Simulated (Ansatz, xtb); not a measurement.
# Relative energy of two conformers of C4H9Br

Structure a is `CC[C@H](C)Br`, a singlet and structure b is `CC[C@H](C)Br`, a singlet. Both are isolated molecules in the gas phase, relaxed with B3LYP/6-31G*.

a (Å):

```yaml
atoms:
  - { symbol: C, position_ang: [-0.2785, -0.9614, 1.2851] }
  - { symbol: C, position_ang: [-0.0426, 0.0699, 0.1794] }
  - { symbol: C, position_ang: [-1.2717, 0.8732, -0.2400] }
  - { symbol: C, position_ang: [-1.0327, 1.7728, -1.4443] }
  - { symbol: Br, position_ang: [-1.9131, 2.0183, 1.2904] }
  - { symbol: H, position_ang: [-0.5803, -0.4793, 2.2198] }
  - { symbol: H, position_ang: [0.6357, -1.5335, 1.4774] }
  - { symbol: H, position_ang: [-1.0645, -1.6724, 1.0026] }
  - { symbol: H, position_ang: [0.7581, 0.7629, 0.4662] }
  - { symbol: H, position_ang: [0.3059, -0.4470, -0.7283] }
  - { symbol: H, position_ang: [-2.1231, 0.2104, -0.4129] }
  - { symbol: H, position_ang: [-1.9300, 2.3384, -1.7084] }
  - { symbol: H, position_ang: [-0.2209, 2.4818, -1.2525] }
  - { symbol: H, position_ang: [-0.7502, 1.1530, -2.3060] }
```

b (Å):

```xyz
14

C    -0.0225    0.2619    0.9948
C    -1.1687    1.0069    0.2919
C    -1.9365    0.1192   -0.6886
C    -1.1376   -0.3591   -1.8926
Br   -3.5446    1.1353   -1.3507
H     0.4466    0.9127    1.7407
H     0.7583   -0.0519    0.2940
H    -0.3866   -0.6314    1.5170
H    -1.8667    1.3876    1.0450
H    -0.7769    1.8796   -0.2449
H    -2.3877   -0.7261   -0.1636
H    -1.7557   -0.9548   -2.5693
H    -0.7268    0.4869   -2.4534
H    -0.3029   -0.9866   -1.5557
```

Problem. Estimate which is lower in electronic energy at CCSD(T)/def2-SVP + ΔMP2/def2-TZVPP, and by roughly how much.

Solution. Too close to call at this level: CCSD(T)/def2-SVP + ΔMP2/def2-TZVPP gives E(b) − E(a) = +0.58 kcal/mol.

How the difference moves with the method:

| level | geometry | E(b) − E(a) (kcal/mol) | departure from the last row (kcal/mol) | job, with rough time for the two |
| --- | --- | --- | --- | --- |
| B3LYP/6-31G* | B3LYP/6-31G* | +0.42 | −0.16 | optimisation, 34 s |
| HF/def2-SVP | B3LYP/6-31G* | +0.76 | +0.19 | part of the CCSD(T) run |
| MP2/def2-SVP | B3LYP/6-31G* | +0.74 | +0.16 | part of the CCSD(T) run |
| CCSD(T)/def2-SVP | B3LYP/6-31G* | +0.74 | +0.17 | single point |
| CCSD(T)/def2-SVP + ΔMP2/def2-TZVPP | B3LYP/6-31G* | +0.58 |  | single point, 71 s |

The largest departure from CCSD(T)/def2-SVP + ΔMP2/def2-TZVPP is that of HF/def2-SVP, 0.19 kcal/mol. Levels run at GFN2-xTB geometries aren't shown. The last row adds to CCSD(T) the change of the MP2 difference between the two basis sets, here −0.17 kcal/mol.

With harmonic frequencies from B3LYP/6-31G* (ideal gas, rigid rotor, one conformer each, 298.15 K, 1 atm): the zero-point term adds +0.10 kcal/mol; ΔH is +0.69 and ΔG +0.63 kcal/mol.

The correlated steps freeze 13 core orbitals; the filled d shell of Br is correlated, in a basis made for valence electrons. Run with Ansatz 0.2.0; the last row on 2 threads of Intel(R) Xeon(R) Platinum 8488C (Sapphire Rapids) on a shared host.
